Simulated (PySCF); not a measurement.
# Electronic structure of F⁻ (fluorine, charge -1) at the UHF level

Configuration: [Ne], closed-shell 1S. Computed with PySCF 2.14 in aug-cc-pwCVQZ (9s8p6d4f2g, 109 functions), with no relativity, point nucleus.

```json
{
 "Total energy": "-99.457476 hartree",
 "One-electron energy": "-144.0180 hartree",
 "Hartree (Coulomb) energy": "54.8343 hartree",
 "Exchange energy": "-10.2738 hartree",
 "Kinetic energy": "99.45362 hartree",
 "⟨S²⟩": "0.0000",
 "⟨L²⟩": "0.000",
 "Sum of ⟨r⟩": "9.957 bohr",
 "Sum of ⟨r²⟩": "15.98 bohr²",
 "Density at the nucleus (Gaussians lack the cusp)": "439 bohr⁻³",
 "Langevin diamagnetic susceptibility": "-12.7 ×10⁻⁶ cm³/mol"
}
```

```
shell  electrons  mean orbital energy (eV)  rms radius, mean of both spins (bohr)
   1s          2                   -702.89                                  0.204
   2s          2                   -29.250                                   1.15
   2p          6                    -4.925                                   1.49
```
